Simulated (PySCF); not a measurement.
## Name the molecule from its bond curve

A diatomic of charge +1 contains F. Its doublet curve at PBE in a double-zeta basis (no relativity, PySCF), in eV from the separated fragments:

```
R (Å)  E (eV)
1.495  -0.382
1.564  -1.116
1.634  -1.530
1.686  -1.691
1.738  -1.758
1.790  -1.757
1.860  -1.679
1.947  -1.508
2.051  -1.255
2.190  -0.919
```

The fit gives ωe = 633 cm⁻¹ and the rotational constant Bₑ = 0.3647 cm⁻¹.

Question: Which atom is the partner?

Answer: The minimum lies at 1.762 Å, so the reduced mass is 16.8576 u Å² cm⁻¹/(Bₑ·Re²) = 14.89 u. With F at 19.00 u the partner weighs about 68.8 u: Ga. The molecule is GaF⁺.

Spin–orbit coupling is left out. The state is the lowest determinant that a PBE0 search found; another state may lie lower at other levels.
